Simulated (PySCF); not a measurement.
## Heteronuclear NMR

Mapped SMILES: `[CH3:1][SiH:2]([CH3:3])[O:4][SiH2:5][C:6]([F:7])([F:8])[F:9]`. Hydrogens are named by the atom that carries them.

[PySCF: shielding tensors at PBE0/pcSseg-1 (GIAO); GFN2-xTB structure; non-relativistic Hamiltonian; rapidly exchanging positions averaged; gas phase; a single conformation]

**Question.** Where does ¹⁹F resonate?

**Answer.** 
```csv
atoms,environment,σ (ppm),δ (ppm)
F7/F8/F9,fluorine of a CF3 group,251.8,-66.6
```

Shieldings were converted by a linear fit to measured shifts: ¹⁹F (scatter 6.0 ppm rms, 7.0 ppm with the 5 outliers that the fit left out vs CFCl3, solution or neat liquid, with a term for F on sp3 carbon). Occasional misses reach two or three times the rms, and more in compound classes unlike the fitted ones.

On a 500 MHz spectrometer ¹⁹F resonates near 470.5 MHz, so 1 ppm is 470.5 Hz.

**Question.** What are the ²⁹Si shifts?

**Answer.** 
| atoms | environment | σ (ppm) | δ (ppm) |
| --- | --- | --- | --- |
| Si2 | silicon bonded to 2 C, O, H | 342.7 | -1.8 |
| Si5 | silicon bonded to C, O, 2 H | 395.2 | -44.9 |

Shieldings were converted by a linear fit to measured shifts: ²⁹Si (scatter 8.9 ppm rms, 25.8 ppm with the 6 outliers that the fit left out vs TMS, solution or neat liquid). Occasional misses reach two or three times the rms, and more in compound classes unlike the fitted ones.

On a 600 MHz spectrometer ²⁹Si resonates near 119.2 MHz, so 1 ppm is 119.2 Hz.

**Question.** What are the ¹⁷O shifts?

**Answer.** 
```json
{"atoms": "O4", "environment": "oxygen bonded to 2 Si", "σ (ppm)": "303.9", "δ (ppm)": "-10.2"}
```

Shieldings were converted by a linear fit to measured shifts: ¹⁷O: δ = 266.70 − 0.911σ (rms 10.7 ppm, 155 shifts, 12.2 ppm with the 3 outliers that the fit left out vs liquid water, solution or neat liquid). A few per cent of atoms miss by over 2 rms, more outside the fitted compound classes.

On a 500 MHz spectrometer ¹⁷O resonates near 67.8 MHz, so 1 ppm is 67.8 Hz.
